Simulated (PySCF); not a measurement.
A structure optimised at PBE0-D3(BJ)/def2-SVP, used in a PySCF frequency run:

```xyz
12

C      1.2636     2.1147     0.0000
C      0.4536     1.2064     0.0000
B     -0.6102     0.0783     0.0000
O     -1.9492     0.3775     0.0000
N     -0.2288    -1.2706     0.0000
C      1.1022    -1.8120     0.0000
H      1.9817     2.9150     0.0000
H     -2.1052     1.3251     0.0000
H     -0.9777    -1.9543     0.0000
H      1.2997    -2.4338    -0.8908
H      1.2997    -2.4338     0.8908
H      1.8317    -0.9903     0.0000
```
Charge 0, spin multiplicity 1.

Task: Write its SMILES, formula and point group.

Result: C#CB(O)NC, C3H6BNO, Cs

Task: What are its rotational constants (standard atomic weights)?

Result: 4.2420, 3.0742, 1.8028 GHz
